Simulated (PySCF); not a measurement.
(1E)-1-bromobuta-1,3-diene (C4H5Br), SMILES C=C/C=C/Br.

Geometry: B3LYP-D3(BJ)/def2-SVP. One conformer was computed; it need not be the lowest.

Level of theory: CAM-B3LYP/def2-TZVP (PySCF).

Isolated molecule, no solvent.

```json
{
 "total_energy": "-2729.63472 hartree",
 "point_group": "Cs",
 "highest_occupied_level": "-7.94 eV",
 "lowest_empty_level": "-0.15 eV",
 "orbital_gap": "7.79 eV",
 "dipole_moment": "1.54 D",
 "quadrupole, principal values (traceless, Buckingham form, about the centre of nuclear charge)": "-6.55, 2.57, 3.98 D·Å",
 "mean_static_polarisability": "75.6 bohr³ (11.20 Å³)",
 "polarisability_principal_values": "41.9, 57.8, 127.1 bohr³"
}
```
